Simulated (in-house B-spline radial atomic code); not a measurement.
Configurations of Sr⁺, with energies counted from [Kr] 5s1. Level of theory: scalar-relativistic (X2C) LC-wPBE, spin-polarised, spherical fractional occupations, exact exchange averaged over the configuration, Fermi nucleus of rms radius 4.224 fm; calculated with a B-spline radial code for spherical atoms. Shells without spins written out take the highest spin.

Occupations are held fixed; configurations that lie above the ionisation limit could autoionise.

| configuration | E - E(ref) (eV) | highest orbital | its <r> (bohr) |
| --- | --- | --- | --- |
| [Kr] 4d1 | 1.628 | 4d up | 2.904 |
| [Ar] 3d10 4s2 4p5 5s1 6s1 | 29.342 | 6s up | 7.549 |
| [Ar] 3d10 4s2 4p5 5s1 6f1 | 33.415 | 6f up | 22.27 |
| [Ar] 3d10 4s1 4p6 5s1 5p1 | 44.806 | 5p up | 4.195 |
| [Ar] 3d9 4s2 4p6 5s1 6d1 | 145.92 | 6d up | 12.56 |
| [Ne] 3s2 3p5 3d10 4s2 4p6 5s1 6f1 | 275.42 | 6f up | 22.37 |

(1) Order these further configurations by energy, lowest first.
A. [Ar] 3d9 4s2 4p6 4f1 5s1
B. [Ar] 3d10 4s1 4p6 5s1 6d1
C. [Ar] 3d10 4s2 4p5 5s2
D. [Ar] 3d10 4s2 4p5 4f1 5s1
E. [Ne] 3s2 3p5 3d10 4s2 4p6 5s1 5p1

(2) How far above the reference does [Ar] 3d10 4s1 4p6 5s1 6p1 lie?

Results:

(1) C (22.805 eV), D (31.393 eV), B (51.854 eV), A (145.27 eV), E (266.9 eV).

(2) 50.258 eV; its least bound orbital is 6p up with <r> = 8.933 bohr.
